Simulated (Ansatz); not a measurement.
`CCC[O][AlH2]`. Charge 0, multiplicity 1.

```xyz
14

C     1.643    1.333   -0.620
C     0.276    0.676   -0.692
C     0.209   -0.599    0.124
O    -1.037   -1.225   -0.005
Al   -2.308   -1.521    1.064
H     1.674    2.250   -1.210
H     2.423    0.668   -1.001
H     1.905    1.593    0.410
H     0.020    0.436   -1.729
H    -0.495    1.365   -0.331
H     0.986   -1.293   -0.224
H     0.434   -0.371    1.177
H    -2.158   -1.058    2.573
H    -3.571   -2.253    0.466
```

List the harmonic frequencies (cm⁻¹, unscaled) at PBE0-D4/def2-TZVP in Ansatz. (Estimate.)

Ansatz gave: 45, 82, 151, 189, 227, 290, 414, 553, 610, 740, 759, 799, 896, 909, 1065, 1139, 1178, 1202, 1277, 1326, 1329, 1405, 1419, 1482, 1491, 1496, 1512, 1926, 1961, 2981, 3027, 3043, 3046, 3084, 3116, 3127.

Is this a minimum?

Yes, all 36 modes are real.

Give the ideal-gas thermochemistry at 298.15 K and 1 bar (rigid rotor, harmonic oscillator; point group C1, symmetry number 1).

Zero-point energy 294.9 kJ/mol; H(298) − E = 317.8 kJ/mol; entropy 361.4 J/(mol·K), of which translation 164.7, rotation 111.5, vibration 85.2; G(298) − E = 210.0 kJ/mol. Modes under 100 cm⁻¹ are hindered rotations or soft bends, so the harmonic entropy is rough.

Rotational constants (cm⁻¹)?

0.5427, 0.04848, 0.04837.
